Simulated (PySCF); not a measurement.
## Electron correlation in Kr⁺ (krypton, charge +1)

[Ar] 3d10 4s2 4p5, 2P determinant. Computed with PySCF 2.14 in def2-SVP (5s4p3d, 32 functions), with the non-relativistic Hamiltonian (point nucleus). Frozen: [Ar] 3d10; 7 electrons correlated.

MP2 pair energies summed by pair of shells (mhartree):

| pair | energy | share (%) |
| --- | --- | --- |
| 4p-4p | -68.75 | 68.4 |
| 4s-4p | -26.06 | 25.9 |
| 4s-4s | -5.70 | 5.7 |

Total MP2 correlation energy: -100.51 mhartree.

Same-spin part -25.38 and opposite-spin part -75.13 mhartree; SCS-MP2 scales them by 1/3 and 6/5 to -98.61 mhartree.

| level | correlation energy (mhartree) |
| --- | --- |
| CCSD | -115.39 |
| (T) | -1.30 |
| CCSD(T) | -116.69 |

Diagnostics: T1 = 0.0047, D1 = 0.0174, largest double amplitude 0.051.

Cost of the coupled-cluster step: 0.13 s of wall time on 1 thread of Neoverse-V1 (shared host), for 7 correlated electrons.
